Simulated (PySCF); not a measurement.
A structure optimised at PBE-D3(BJ)/def2-SVP, used in a PySCF frequency run:

```xyz
11

C      2.3220    -1.0380    -0.6158
C      1.3720    -0.3054    -0.3838
C      0.1932     0.5220    -0.1453
Si    -1.3631    -0.3680    -0.9075
C     -0.0592     0.8082     1.2675
N     -0.3091     1.0199     2.3928
H      3.1733    -1.6751    -0.8113
H      0.2860     1.4914    -0.6874
H     -1.5331    -1.6833    -0.2130
H     -2.5589     0.5144    -0.6994
H     -1.0877    -0.5557    -2.3696
```
Charge 0, spin multiplicity 1.

### Question
Write its SMILES and formula.

### Answer
C#C[C@@H]([SiH3])C#N, C₄H₅NSi

### Question
What are its rotational constants (standard atomic weights)?

### Answer
2.9843, 2.6189, 1.4960 GHz
